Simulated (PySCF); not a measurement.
# How methods differ on the excitation energy of Hf²⁺

Hf²⁺ [Xe] 4f14 5d2 (3F) → Hf²⁺ [Xe] 4f14 5d1 6s1 (3D), as a difference of total energies. Computed with PySCF 2.14 in def2-TZVPPD with the def2 core potential (60 electrons), with a scalar-relativistic core potential. Correlated levels: valence and next inner shell: nothing frozen outside the core potential. The calculations carry no spin-orbit coupling.

| method | excitation energy (eV) |
| --- | --- |
| UHF | 0.347 |
| MP2 (valence and next inner shell) | -0.005 |
| SCS-MP2 (valence and next inner shell) | 0.092 |
| CCSD (valence and next inner shell) | 0.075 |
| CCSD(T) (valence and next inner shell) | 0.060 |

Task: How much does correlation contribute at CCSD(T) (valence and next inner shell)?

Result: 0.060 − (0.347) = -0.287 eV, measured against UHF.

The coupled-cluster amplitudes are large for the upper state (T1 above 0.03 or a double amplitude above 0.15), so a single reference is strained.
